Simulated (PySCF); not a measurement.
Coordinates in bohr (charge 0 multiplicity 3):
```
Zr   -0.8301    0.0000    0.0000
Br    0.4770    0.0000    4.5538
Br    0.4770    0.0000   -4.5538
```

Computed with PySCF, UPBE, basis Zr def2-TZVP with ECP28, Br def2-TZVP (scalar-relativistic core potentials, no spin–orbit coupling, density fitting).

This geometry of ZrBr2 is a stationary point at this level.

(1) What is the point group?

(2) Is it a minimum?

(3) Which band is strongest in the infrared?

(4) Give the atomic charges and bond orders.

## Answers

(1) C2v.

(2) Yes: all harmonic wavenumbers are real, though the softest, 35 cm⁻¹, leaves little margin.

(3) 307 cm⁻¹ (b2), 86 km/mol.

(4) 
| atom | Mulliken | Löwdin | polar tensor | spin (Mulliken) | Mayer order to Zr1 |
| --- | --- | --- | --- | --- | --- |
| Zr1 | 0.71 | -0.20 | 1.01 | 2.11 | – |
| Br2,3 | -0.36 | 0.10 | -0.51 | -0.06 | 1.13 |

Only a few start shapes were tried, so a lower isomer may exist. With open d or f shells other occupations or spin states may lie lower.
